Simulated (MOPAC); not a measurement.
A run for MOPAC: PM6 on CH7GeN (SMILES C[NH][GeH3]), a point of a torsion scan.

```
PM6 1SCF PRECISE CHARGE=0 THREADS=1
CH7GeN

C     -1.36351012 1     0.17313217 1     0.29241847 1
N     -0.30060054 1    -0.11666815 1    -0.65614730 1
Ge     1.43787834 1    -0.02909216 1    -0.13762600 1
H     -2.30111008 1     0.33855301 1    -0.24145195 1
H     -1.10739435 1     1.08666616 1     0.82858905 1
H     -1.51932860 1    -0.62206024 1     1.03024620 1
H     -0.53535983 1    -0.93825655 1    -1.19855925 1
H      1.71242331 1    -0.58164240 1     1.23810498 1
H      2.23624699 1    -0.74161497 1    -1.17472459 1
H      1.78570272 1     1.42632107 1    -0.09516118 1
```

The log:

```
*******************************************************************************
 **                                                                           **
 **                              MOPAC v23.2.5                                **
 **                                                                           **
 *******************************************************************************
 ** MOPAC's Digital Object Identifier: https://doi.org/10.5281/zenodo.6511958 **
 **                                                                           **
 ** Please cite the open-source release paper for use of this MOPAC version:  **
 ** J. E. Moussa and J. J. P. Stewart (2026)                                  **
 ** MOPAC: An open-source semiempirical molecular orbital program             **
 ** J. Open Source Softw., 11(119), 8025, https://doi.org/10.21105/joss.08025 **
 *******************************************************************************

                              PM6 CALCULATION RESULTS

 *******************************************************************************
 *  PM6        - The PM6 Hamiltonian to be used
 *
 *
 *
 *                 CHARGE ON SYSTEM = 0
 *
 *
 *
 *  PRECISE    - TIGHTER CRITERIA TO BE USED
 *  1SCF       - DO 1 SCF AND THEN STOP
 *  THREADS=1  - MULTI-THREADING NOT USED
 *  T=         - A TIME OF 172800.0 SECONDS REQUESTED
 *  DUMP=N     - RESTART FILE WRITTEN EVERY 7200.0 SECONDS REQUESTED
 *******************************************************************************
PM6 1SCF PRECISE CHARGE=0 THREADS=1
 CH7GeN

   ATOM   CHEMICAL          X               Y               Z
  NUMBER   SYMBOL      (ANGSTROMS)     (ANGSTROMS)     (ANGSTROMS)

     1       C         -1.36351012  *   0.17313217  *   0.29241847  *
     2       N         -0.30060054  *  -0.11666815  *  -0.65614730  *
     3      Ge          1.43787834  *  -0.02909216  *  -0.13762600  *
     4       H         -2.30111008  *   0.33855301  *  -0.24145195  *
     5       H         -1.10739435  *   1.08666616  *   0.82858905  *
     6       H         -1.51932860  *  -0.62206024  *   1.03024620  *
     7       H         -0.53535983  *  -0.93825655  *  -1.19855925  *
     8       H          1.71242331  *  -0.58164240  *   1.23810498  *
     9       H          2.23624699  *  -0.74161497  *  -1.17472459  *
    10       H          1.78570272  *   1.42632107  *  -0.09516118  *



          CARTESIAN COORDINATES

    NO.       ATOM           X           Y           Z

     1         C         -1.3635      0.1731      0.2924
     2         N         -0.3006     -0.1167     -0.6561
     3        Ge          1.4379     -0.0291     -0.1376
     4         H         -2.3011      0.3386     -0.2415
     5         H         -1.1074      1.0867      0.8286
     6         H         -1.5193     -0.6221      1.0302
     7         H         -0.5354     -0.9383     -1.1986
     8         H          1.7124     -0.5816      1.2381
     9         H          2.2362     -0.7416     -1.1747
    10         H          1.7857      1.4263     -0.0952

 General Reference for PM6:
 "Optimization of Parameters for Semiempirical Methods V: Modification of NDDO Approximations
 and Application to 70 Elements", J. J. P. Stewart, J. Mol. Mod., 13, 1173-1213 (2007)
 URL: https://link.springer.com/article/10.1007/s00894-007-0233-4

           Empirical Formula: C H7 N Ge  =    10 atoms



      MOLECULAR POINT GROUP   :   C1


      RHF CALCULATION, NO. OF DOUBLY OCCUPIED LEVELS = 10


 -------------------------------------------------------------------------------
 PM6 1SCF PRECISE CHARGE=0 THREADS=1
 CH7GeN



     1SCF WAS SPECIFIED, SO BFGS WAS NOT USED
     SCF FIELD WAS ACHIEVED


                              PM6 CALCULATION
                                                       MOPAC v23.2.5 Linux




          FINAL HEAT OF FORMATION =         19.65380 KCAL/MOL =      82.23151 KJ/MOL


          COSMO AREA              =        111.62 SQUARE ANGSTROMS
          COSMO VOLUME            =         99.28 CUBIC ANGSTROMS

          IONIZATION POTENTIAL    =          8.497748 EV
          HOMO LUMO ENERGIES (EV) =         -8.498  1.008
          NO. OF FILLED LEVELS    =         10
          MOLECULAR WEIGHT        =        105.6630         POINT GROUP:  C1

          MOLECULAR DIMENSIONS (Angstroms)

            Atom       Atom       Distance
            H     9    H     4     4.75661
            H     7    H    10     3.17217
            H     8    H     7     2.11915


          SCF CALCULATIONS        =          1





   ATOM   CHEMICAL          X               Y               Z
  NUMBER   SYMBOL      (ANGSTROMS)     (ANGSTROMS)     (ANGSTROMS)

     1       C         -1.36351012  *   0.17313217  *   0.29241847  *
     2       N         -0.30060054  *  -0.11666815  *  -0.65614730  *
     3      Ge          1.43787834  *  -0.02909216  *  -0.13762600  *
     4       H         -2.30111008  *   0.33855301  *  -0.24145195  *
     5       H         -1.10739435  *   1.08666616  *   0.82858905  *
     6       H         -1.51932860  *  -0.62206024  *   1.03024620  *
     7       H         -0.53535983  *  -0.93825655  *  -1.19855925  *
     8       H          1.71242331  *  -0.58164240  *   1.23810498  *
     9       H          2.23624699  *  -0.74161497  *  -1.17472459  *
    10       H          1.78570272  *   1.42632107  *  -0.09516118  *

                             CARTESIAN COORDINATES

   1    C       -1.363510120     0.173132170     0.292418470
   2    N       -0.300600540    -0.116668150    -0.656147300
   3   Ge        1.437878340    -0.029092160    -0.137626000
   4    H       -2.301110080     0.338553010    -0.241451950
   5    H       -1.107394350     1.086666160     0.828589050
   6    H       -1.519328600    -0.622060240     1.030246200
   7    H       -0.535359830    -0.938256550    -1.198559250
   8    H        1.712423310    -0.581642400     1.238104980
   9    H        2.236246990    -0.741614970    -1.174724590
  10    H        1.785702720     1.426321070    -0.095161180


           Empirical Formula: C H7 N Ge  =    10 atoms



      MOLECULAR POINT GROUP   :   C1


                  EIGENVALUES
 -30.15816 -23.34804 -19.37082 -16.19887 -14.58318 -14.09558 -12.18881 -11.70281
 -11.56687  -8.49775   1.00848   2.70717   2.80065   3.56721   4.90165   5.68889
   5.82449   6.54778   7.03399


              NET ATOMIC CHARGES AND DIPOLE CONTRIBUTIONS

  ATOM NO.   TYPE          CHARGE      No. of ELECS.   s-Pop       p-Pop
    1          C          -0.287097        4.2871     1.07493     3.21217
    2          N          -0.543546        5.5435     1.56772     3.97583
    3         Ge           0.024034        3.9760     1.16704     2.80893
    4          H           0.144940        0.8551     0.85506
    5          H           0.146035        0.8540     0.85396
    6          H           0.111849        0.8882     0.88815
    7          H           0.223402        0.7766     0.77660
    8          H           0.039434        0.9606     0.96057
    9          H           0.067829        0.9322     0.93217
   10          H           0.073122        0.9269     0.92688
 DIPOLE           X         Y         Z       TOTAL
 POINT-CHG.     0.742    -0.131     0.793     1.094
 HYBRID        -0.386    -0.810     0.286     0.942
 SUM            0.355    -0.941     1.079     1.475


          ATOMIC ORBITAL ELECTRON POPULATIONS

     Atom    s        px        py        pz
    1  C   1.07493   1.02224   1.13877   1.05116
    2  N   1.56772   1.09639   1.51418   1.36526
    3 Ge   1.16704   0.78107   1.03369   0.99417
    4  H   0.85506
    5  H   0.85396
    6  H   0.88815
    7  H   0.77660
    8  H   0.96057
    9  H   0.93217
   10  H   0.92688

 **********************
 *                    *
 * JOB ENDED NORMALLY *
 *                    *
 **********************




 == MOPAC DONE ==
```

The run finished.

Cost: roughly 0.04 core-seconds.
